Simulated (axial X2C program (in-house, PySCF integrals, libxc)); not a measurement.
# ZrGe: from the spin-free to the two-component result

Computed with an in-house all-electron X2C program for linear molecules (integrals from PySCF). Spin-free means the one-electron spin-free X2C Hamiltonian; two-component (2c) means X2C with spin–orbit coupling and atomic mean-field two-electron Coulomb and Gaunt terms, so the difference of the two also holds small scalar two-electron terms. Basis: Zr dyall-cv3z [11s12p9d6f3g], Ge dyall-cv3z [9s9p7d4f1g] (cores contracted in-house); Gaussian nuclei, density fitting, unrestricted open shells. Masses: Zr 89.905 u, Ge 73.921 u.

Spin-free state: M_S = 2, Λ = 2 (beyond evenly filled blocks: σα, π+α, π-α, δ+α); fragments Zr + Ge.

```json
{"level": "PBE0", "Re (Å)": "2.571", "ωe (cm⁻¹)": "260.3", "De (eV)": "2.695", "μ (D)": "-3.56"}
{"level": "HF", "Re (Å)": "2.714", "ωe (cm⁻¹)": "204.6", "De (eV)": "n/a", "μ (D)": "-0.43"}
{"level": "CCSD", "Re (Å)": "2.637", "ωe (cm⁻¹)": "232.4", "De (eV)": "1.904", "μ (D)": "n/a"}
{"level": "CCSD(T)", "Re (Å)": "2.634", "ωe (cm⁻¹)": "235.5", "De (eV)": "2.033", "μ (D)": "n/a"}
```

Correlated methods: 8 electrons correlated (number of frozen shells: Zr 4 s, 3 p, 1 d; Ge 3 s, 2 p, 1 d), 346 virtual spin orbitals or spinors in MP2, 90 natural virtuals in coupled cluster.

Dipoles are positive if Ge is the positive end.

Two-component determinant lowest at the distance of the search:

Ω = 4 (⟨Sz⟩ = 2.00, ⟨Lz⟩ = 2.00 at HF); fragments Zr + Ge.

```csv
level,Re (Å),ωe (cm⁻¹),μ (D)
PBE0,2.570,260.1,-3.56
HF,2.715,204.2,-0.42
CCSD,2.637,232.2,n/a
CCSD(T),2.633,235.4,n/a
```

Problem. From the two tables, how do the constants change at the CCSD(T) level (2c against spin-free)?

Solution. At the CCSD(T) level Re is unchanged within 0.001 Å and ωe is unchanged to within 0.2 cm⁻¹.

The state is a single determinant with fixed occupations, the lowest that a limited PBE0 search found. Dissociation energies refer to the lowest single-determinant-based atoms at the same level and basis. De is not given where an atomic determinant may have missed its ground term or J level, or where the truncated virtual space spoils (T). Density functionals use the spin component along the axis (collinear). Coupled cluster ran in a truncated set of natural virtual spinors; the MP2 energy of the rest was added. (T) has no such correction and the atoms are truncated less, which lowers De at CCSD(T) by a hundredth of an eV or more. PBE0 can misorder states that lie within some tenths of an eV, so this need not be the ground state of the molecule. The nearest other spin-free determinant of the search, M_S = 1, Λ = 1, lies 0.44 eV up at the distance of the search. Without a current term, density functionals place determinants with orbital angular momentum somewhat too high. With several unpaired electrons one determinant need not be a pure state. The outer-core s and p shells of the metal are frozen in the correlated rows, which leaves out core–valence correlation; for alkali and alkaline-earth bonds that tends to lengthen them. Open-shell Ω = 0 determinants with evenly filled partner blocks cannot be reached by this program, so the Ω shown need not be the lowest component. The determinant is spin-polarised beyond a pure state at some levels (its spin-free form has ⟨S²⟩ too high), which makes Re and μ there less reliable. The T1 diagnostic is large, a sign of multireference character. With the outer-core shells frozen, correlated bond lengths of heavy atoms tend to come out a few hundredths of an ångström too long.
